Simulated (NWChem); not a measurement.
All runs are NWChem calculations. System: CH₃IOSn, charge 0, spin multiplicity 1, at a geometry optimised with PBE/def2-SVP with def2 effective core potentials on Sn, I. The structure started from a generated list of species. Level: LDA (SVWN5)/def2-TZVP with def2 effective core potentials on Sn, I.

Job file:

```
start mol
memory heap 200 mb stack 800 mb global 1000 mb
geometry units angstroms nocenter noautoz
  Sn    -1.060847    -0.759503     0.000000
  I      0.651589     1.453678     0.000000
  O      0.272773    -2.272023     0.000000
  C      1.680376    -2.311394     0.000000
  H      2.151671    -1.300821     0.000000
  H      2.046024    -2.862199     0.896917
  H      2.046024    -2.862199    -0.896917
  symmetry group Cs
end
basis spherical
  * library def2-tzvp
end
ecp
  Sn library def2-ecp
  I library def2-ecp
end
dft
  xc slater vwn_5
  semidirect memsize 60000000 filesize 0
  iterations 100
end
task dft energy
```

Output (cleaned and shortened):

```
             Northwest Computational Chemistry Package (NWChem) 7.3.0
             --------------------------------------------------------

                                NWChem Input Module
                                -------------------

 Scaling coordinates for geometry "geometry" by  1.889725989
 (inverse scale =  0.529177249)

 Turning off AUTOSYM since
 SYMMETRY directive was detected!

                             Geometry "geometry" -> ""
                             -------------------------

 Output coordinates in angstroms (scale by  1.889725989 to convert to a.u.)

  No.       Tag          Charge          X              Y              Z
 ---- ---------------- ---------- -------------- -------------- --------------
    1 Sn                  50.0000    -1.06084700    -0.75950300     0.00000000
    2 I                   53.0000     0.65158900     1.45367800     0.00000000
    3 O                    8.0000     0.27277300    -2.27202300     0.00000000
    4 C                    6.0000     1.68037600    -2.31139400     0.00000000
    5 H                    1.0000     2.15167100    -1.30082100     0.00000000
    6 H                    1.0000     2.04602400    -2.86219900     0.89691700
    7 H                    1.0000     2.04602400    -2.86219900    -0.89691700

 Effective nuclear repulsion energy (a.u.)     835.9908772979

            Nuclear Dipole moment (a.u.)
            ----------------------------
        X                 Y               Z
 ---------------- ---------------- ----------------
     0.0000491329     0.0000321253     0.0000000000

      Symmetry information
      --------------------

 Group name             Cs
 Group number              2
 Group order               2
 No. of unique centers     6

      Symmetry unique atoms

     1    2    3    4    5    6


 Summary of "ao basis" -> "" (spherical)
 ------------------------------------------------------------------------------
       Tag                 Description            Shells   Functions and Types
 ---------------- ------------------------------  ------  ---------------------
[...]
              MO Center=  4.8D-01,  1.0D+00,  4.8D-15, r^2= 3.4D+00
   Bfn.  Coefficient  Atom+Function         Bfn.  Coefficient  Atom+Function
  ----- ------------  ---------------      ----- ------------  ---------------
    66      0.449249  2 I  px                60     -0.392210  2 I  px
    63      0.318500  2 I  px                69      0.249886  2 I  px
    67     -0.205228  2 I  py                61      0.180738  2 I  py
     6      0.163022  1 Sn s                  5      0.160801  1 Sn s
    64     -0.147231  2 I  py                 2      0.123394  1 Sn s

 Vector   33  Occ=0.000000D+00  E=-1.321628D-01  Symmetry=a"
              MO Center= -8.5D-01, -6.7D-01,  1.6D-14, r^2= 4.1D+00
   Bfn.  Coefficient  Atom+Function         Bfn.  Coefficient  Atom+Function
  ----- ------------  ---------------      ----- ------------  ---------------
    18      0.525231  1 Sn pz                12     -0.347445  1 Sn pz
    15      0.333024  1 Sn pz                21      0.288701  1 Sn pz
   108     -0.176856  3 O  pz                68     -0.160517  2 I  pz
    71     -0.146399  2 I  pz               114     -0.146189  3 O  pz
    62      0.142127  2 I  pz               111     -0.139967  3 O  pz

 Vector   34  Occ=0.000000D+00  E=-7.178177D-02  Symmetry=a'
              MO Center= -7.3D-01, -3.1D-01,  3.9D-14, r^2= 6.3D+00
   Bfn.  Coefficient  Atom+Function         Bfn.  Coefficient  Atom+Function
  ----- ------------  ---------------      ----- ------------  ---------------
    17      0.408317  1 Sn py                20      0.365062  1 Sn py
    19      0.303936  1 Sn px                70      0.301674  2 I  py
    56     -0.300115  2 I  s                 16      0.282821  1 Sn px
    11     -0.270569  1 Sn py                14      0.268900  1 Sn py
    69      0.252429  2 I  px                55     -0.215495  2 I  s

 Vector   35  Occ=0.000000D+00  E=-5.326415D-02  Symmetry=a'
              MO Center= -9.3D-01, -6.0D-01, -1.8D-15, r^2= 5.5D+00
   Bfn.  Coefficient  Atom+Function         Bfn.  Coefficient  Atom+Function
  ----- ------------  ---------------      ----- ------------  ---------------
    19      0.476664  1 Sn px                20     -0.375770  1 Sn py
   105     -0.341038  3 O  s                 16      0.308814  1 Sn px
     5      0.240391  1 Sn s                 10     -0.210547  1 Sn px
    13      0.207996  1 Sn px                17     -0.190972  1 Sn py
     6      0.185020  1 Sn s                 70      0.179120  2 I  py

 center of mass
 --------------
 x =  -0.07926116 y =   0.16284020 z =   0.00000000

 moments of inertia (a.u.)
 ------------------
        1787.829766693141        -517.971413772295           0.000000000000
        -517.971413772295         842.336702310109           0.000000000000
           0.000000000000           0.000000000000        2618.585435944007

     Multipole analysis of the density
     ---------------------------------

     L   x y z        total         alpha         beta         nuclear
     -   - - -        -----         -----         ----         -------
     0   0 0 0      0.000000    -32.000000    -32.000000     64.000000

     1   1 0 0     -0.502740    -11.078791    -11.078791     21.654843
     1   0 1 0     -0.440676     18.144853     18.144853    -36.730383
     1   0 0 1      0.000000      0.000000      0.000000      0.000000

     2   2 0 0    -44.474233   -139.925583   -139.925583    235.376933
     2   1 1 0     -0.829756      2.026758      2.026758     -4.883271
     2   1 0 1      0.000000      0.000000      0.000000      0.000000
     2   0 2 0    -50.486569   -305.479953   -305.479953    560.473337
     2   0 1 1     -0.000000     -0.000000     -0.000000      0.000000
     2   0 0 2    -46.252034    -25.998796    -25.998796      5.745558

 Task  times  cpu:       26.0s     wall:       26.0s

 Total times  cpu:       26.1s     wall:       26.1s
```
